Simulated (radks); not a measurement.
Q: Coherent X-ray form factor from a spherical all-electron density. Method: scalar-relativistic Kohn-Sham, RPBE, spin-polarised, spherical densities, finite nucleus; Fermi nuclear charge, rms radius of each element as measured or else 0.836 A^(1/3) + 0.57 fm; computed with a radial shooting solver on a logarithmic mesh with Libxc functionals.

sin(theta)/lambda (1/angstrom),f0 (electrons)
0.05,75.067
0.1,72.551
0.15,69.080
0.2,65.246
0.25,61.418
0.3,57.771
0.4,51.225
0.5,45.664
0.6,40.932
0.8,33.261
1,27.300
1.25,21.847
1.5,18.277
2,14.351

The species is in the configuration that NIST lists as its ground one. Which atom or ion scatters so?

A: The iridium ion Ir+, [Xe] 4f14 5d7 6s1. Extrapolating in s^2 from the first two rows gives f0(0) = 75.9, near the electron count 76; among species with that count, the fall with angle is slower the higher Z, and the table is that of Z = 77; from so few rows the species is fixed only to a neighbour or two.
